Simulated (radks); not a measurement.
Values are calculated unless marked as measured or tabulated.
Valence configurations of the phosphorus ion P3+ (all share [Ne]). Level of theory: scalar-relativistic Kohn-Sham, PBE, spin-polarised, spherical densities, finite nucleus; open shells are filled with parallel spins first; Fermi nuclear charge, rms radius 3.1889 fm (a radial shooting solver on a logarithmic mesh with Libxc functionals). Energies are relative to 3s2; eigenvalues in eV for spin up.

valence      E (eV)  moment (Bohr magnetons)    e(3p)    e(3s)
3s2           0.000                        0        -  -45.613
3s1.5 3p0.5   4.670                        1  -36.415  -46.736
3s1 3p1       8.468                        2  -37.228  -47.630
3s0.5 3p1.5  13.669                        2  -37.479  -47.882
3p2          18.870                        2  -37.724        -

NIST lists [Ne] 3s2 as the ground configuration; this level of theory agrees among the configurations tried. The energies are those of spherical high-spin densities, not of single terms.
